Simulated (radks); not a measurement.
Results of a calculation; reference values are marked as such.
Problem. The mean radii <r> (bohr) of the occupied orbitals of an atom or ion are listed with their occupations. Level of theory: Dirac Kohn-Sham, BLYP, spin-unpolarised, spherical densities, finite nucleus; Fermi nuclear charge, rms radius of each element as measured or else 0.836 A^(1/3) + 0.57 fm (a radial shooting solver on a logarithmic mesh with Libxc functionals).

| orbital | occ. | <r> |
|---|---|---|
| 1s1/2 | 2 | 0.04859 |
| 2s1/2 | 2 | 0.2175 |
| 2p1/2 | 2 | 0.1881 |
| 2p3/2 | 4 | 0.1916 |
| 3s1/2 | 2 | 0.6407 |
| 3p1/2 | 1 | 0.6537 |
| 3p3/2 | 4 | 0.6633 |
| 3d3/2 | 4 | 0.7058 |
| 3d5/2 | 5 | 0.7094 |

Name the element and its charge.

Solution. Z = 31, gallium, charge +5: Ga5+ in [Ne] 3s2 3p(1/2: 1, 3/2: 4) 3d(3/2: 4, 5/2: 5). The 1s radius gives Z: for a bare nucleus <r> = (2 gamma + 1)/(2Z) with gamma = sqrt(1 - (Z/c)^2), 0.04755 bohr for Z = 31, and screening makes it slightly larger (0.04859 here). The occupations add up to 26, and the charge is Z minus that.
